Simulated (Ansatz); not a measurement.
The free Pt atom, lowest solution found in each spin (singlets restricted, other states unrestricted); no spin–orbit coupling, and no relativity up to Kr.

Correlated levels freeze the inner cores; with def2 sets outer-core shells near the valence are correlated too. CBS: X⁻³ extrapolation of the correlation energy, Hartree–Fock from the larger set.

The values were computed with Ansatz (an electronic-structure program). Each number belongs to the level named beside it. In def2 rows elements past Kr take small-core potentials, without spin–orbit coupling.

Give the energy of multiplicity 1 less that of multiplicity 3 at the level CCSD(T)/def2-QZVPP.

10.2 kcal/mol

Give the energy of multiplicity 1 less that of multiplicity 3 at the level PBE0/def2-TZVPP.

11.9 kcal/mol

Give the energy of multiplicity 1 less that of multiplicity 3 at the level CCSD(T)/CBS(def2-TZVPP, def2-QZVPP).

9.9 kcal/mol

Doubts at one or more of the structures used: a restricted determinant that unrestricted orbitals would lower (CCSD(T)/def2-QZVPP, CCSD(T)/CBS(def2-TZVPP, def2-QZVPP)).
